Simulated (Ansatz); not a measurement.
The lowest singlet and triplet of FHSi (SMILES F[SiH]); geometries from B3LYP-D3(BJ)/def2-TZVP, each state relaxed from the structure named, with no frequency check.
Singlet at the triplet's geometry (charge 0, multiplicity 1):
| atom | x (Å) | y (Å) | z (Å) |
|---|---|---|---|
| F | 0.9261 | -0.4626 | 0.0000 |
| Si | -0.4757 | 0.3370 | 0.0000 |
| H | -1.6752 | -0.5540 | 0.0000 |

A positive gap puts the triplet lower; no zero-point energy. R- takes a restricted singlet. U- takes an unrestricted singlet (broken symmetry where lower, unprojected). The triplet is unrestricted in single-reference levels.

Frozen-core correlation.

Codes used: Ansatz (a first-principles code) with Gaussian orbitals. Values without a source in brackets are computed.

Task: Give the gap E(singlet) − E(triplet), vertical, at the triplet's geometry at the level U-wB97M-V/def2-TZVPP.

Result: -37.2 kcal/mol

Task: What gap E(singlet) − E(triplet), vertical, at the triplet's geometry does R-r2SCAN/def2-TZVPP give?

Result: -22.5 kcal/mol

Task: Give the gap E(singlet) − E(triplet), vertical, at the triplet's geometry at the level U-CCSD/cc-pV(Q+d)Z (spin-contaminated).

Result: -31.9 kcal/mol

Doubts at one or more of the structures used: a restricted determinant that unrestricted orbitals would lower (R-r2SCAN/def2-TZVPP); T1 above 0.05 (U-CCSD/cc-pV(Q+d)Z (spin-contaminated)).
